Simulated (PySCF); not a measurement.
Atoms are numbered as in `[BH3-:1][NH2+:2][CH2:3][O:4][C:5]([CH3:6])=[O:7]` (H(Xn): hydrogen on atom n).

Geometry: PBE0-D3(BJ)/def2-SVP; GIAO shifts from PySCF 2.14.0 with density-fitted response routines, gas phase, non-relativistic, averaged over equivalent atoms.

At CAM-B3LYP/pcSseg-1 (169 basis functions, 26 s wall time on 1 thread of an Arm Neoverse V1, shared host):
```
atoms  δ (ppm)
   B1    -24.8
   N2     71.2
   C5    181.8
   C3     76.6
   C6     22.0
   O7    462.9
   O4    228.8
H(C3)     4.49
H(N2)     3.54
H(C6)     2.11
H(B1)     1.91
```

Scale: 11B (σ = 99.35 ppm) against BF3·OEt2; NH3 for 15N (σ = 267.29 ppm); 13C (σ = 182.45 ppm), 1H (σ = 31.33 ppm) vs TMS; 17O (σ = 338.55 ppm) against H2O (reference shieldings calculated alike).

Question: What do these become at PBE0/pcSseg-1?

Answer: 
```tsv
atoms	δ at PBE0/pcSseg-1	change
B1	-25.6	-0.8
N2	68.1	-3.1
C5	177.8	-4.0
C3	75.4	-1.2
C6	21.7	-0.3
O7	455.6	-7.3
O4	228.5	-0.3
H(C3)	4.47	-0.02
H(N2)	3.59	+0.05
H(C6)	2.10	-0.01
H(B1)	1.94	+0.03
```

Shifts are taken against calculated references (same method and geometry level): BF3·OEt2 for 11B (100.73 ppm); 15N (265.67 ppm) vs NH3; 13C (184.41 ppm) and 1H (31.27 ppm) against TMS; H2O for 17O (334.56 ppm).

The largest change is at O7 (ester carbonyl oxygen). Cost: 169 basis functions, 22 s wall time on 1 thread of an Arm Neoverse V1, shared host. The order of the carbon signals is the same at both levels.

Unscaled 17O shifts of doubly bonded oxygen tend to come out too high, by tens of ppm or more. Experimental scales use liquid or dissolved standards, which lie at an offset from isolated NH3 (liquid NH3: subtract about 20 ppm) and H2O (liquid H2O: subtract about 36 ppm).
